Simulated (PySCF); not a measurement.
Isomers of C3H11ClSi3. The calculation used PySCF, TDDFT CAM-B3LYP/def2-SVPD, vertical, gas phase, core orbitals frozen in the response. Geometries: GFN2-xTB; one conformer of each isolated species. Triplets are in the Tamm–Dancoff approximation.

A. `C[C@@H]1[SiH2]C[Si@H]1[SiH2]Cl`
B. `C[Si@@H]1[SiH2]C[Si@@H]1CCl`
C. `C=CC[SiH2][SiH2][SiH2]Cl`

Lowest singlet levels (six at most, fewer where fewer were computed) with oscillator strengths:

1. 5.43 eV (f 0.002); 5.96 eV (f 0.025); 6.09 eV (f 0.113); 6.32 eV (f 0.006); 6.59 eV (f 0.007); 6.69 eV (f 0.106); T1 4.85 eV
2. 6.27 eV (f 0.075); 6.45 eV (f 0.007); 6.60 eV (f 0.307); 6.74 eV (f 0.158); 6.96 eV (f 0.047); 7.09 eV (f 0.063); T1 4.30 eV
3. 5.62 eV (f 0.016); 6.06 eV (f 0.006); 6.60 eV (f 0.009); 6.69 eV (f 0.017); 6.88 eV (f 0.152); 6.93 eV (f 0.023); T1 5.18 eV

Task: Which spectrum belongs to which structure?

Result: 1 = B, 2 = C, 3 = A.
- A: S1 at 5.62 eV, HOMO→LUMO (92%); Löwdin shares by element: HOMO silicon 28% or more, carbon 24% or more, chlorine 11% (atoms not listed hold the other 38%); LUMO silicon 48%, chlorine 10% (atoms not listed hold the other 42%); HOMO -8.65 and LUMO 0.11 eV.
- B: S1 at 5.43 eV, HOMO→LUMO (91%); Löwdin shares by element: HOMO silicon 71%, carbon 6% or more (atoms not listed hold the other 23%); LUMO silicon 53%, carbon 8% or more (atoms not listed hold the other 39%); HOMO -8.68 and LUMO 0.17 eV.
- C: S1 at 6.27 eV, HOMO→LUMO (74%), HOMO-1→LUMO (11%); Löwdin shares by element: HOMO carbon 73%, silicon 9% or more (atoms not listed hold the other 18%); LUMO silicon 61%, chlorine 10% (atoms not listed hold the other 29%); HOMO -8.42 and LUMO 0.18 eV.
